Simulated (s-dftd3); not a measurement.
C$_{3}$H$_{6}$O$_{3}$, charge +1, doublet, at a GFN2-xTB geometry (a state made from the parent by changing its charge; the spin is typed, not shown lowest); D3(zero) for b97d run with s-dftd3.

Input for s-dftd3:
```
$ s-dftd3 mol.xyz --zero b97d --json dftd3.json --noedisp --grad

# file mol.xyz
12

C      2.33990284     0.02941715     0.04714782
O      1.11216935    -0.60569716     0.10534410
C     -0.00671483     0.13926615    -0.00330295
O     -0.06143048     1.31624464    -0.13731401
O     -1.05132864    -0.71099538     0.06388079
C     -2.33179128    -0.19795587    -0.04238492
H      2.26312269     1.10441975     0.25431409
H      3.01653695    -0.51791024     0.72250393
H      2.79796639    -0.10367015    -0.95399907
H     -2.97741664    -0.80963810     0.60763016
H     -2.73616646    -0.37301837    -1.06006040
H     -2.36770513     0.87903570     0.16556455
```

What the program printed (banner, timings and long lists left out):

```
-----------------------------------
 s i m p l e   D F T - D 3  v1.4.0
-----------------------------------

Zero (Chai-Head-Gordon) damping: b97d-D3(0)
--------------------
  s6         1.0000
  s8         0.9090
  s9         0.0000
 rs6         0.8920
 rs8         1.0000
 alp        14.0000
--------------------

Dispersion energy:      -1.1771569059482E-02 Eh

Gradient norm:           3.0426399205446E-03 Eh/a0
--------------------------------------------------
     #    Z           dE/dx      dE/dy      dE/dz
--------------------------------------------------
     1    6 C     6.099E-06  6.298E-05 -7.817E-06
     2    8 O     1.061E-03  1.135E-03 -1.366E-04
     3    6 C    -1.689E-05  2.869E-04  1.529E-04
     4    8 O     3.388E-05 -7.385E-04  1.077E-04
     5    8 O    -1.160E-03  1.027E-03 -1.792E-04
     6    6 C    -1.188E-05  6.210E-05 -8.161E-06
     7    1 H    -1.045E-04 -1.032E-03 -1.317E-04
     8    1 H    -4.536E-04  2.013E-04 -4.146E-04
     9    1 H    -1.011E-04 -1.208E-04  5.683E-04
    10    1 H     4.474E-04  2.451E-04 -3.973E-04
    11    1 H     9.055E-05 -1.115E-04  5.720E-04
    12    1 H     2.092E-04 -1.017E-03 -1.257E-04
--------------------------------------------------

Virial:
--------------------------------------------------
      component           x          y          z
--------------------------------------------------
          x      -2.879E-03  2.737E-04 -2.549E-05
          y       2.737E-04 -8.774E-03  7.233E-04
          z      -2.549E-05  7.233E-04 -3.373E-03
--------------------------------------------------

[Info] JSON dump of results written to 'dftd3.json'
```
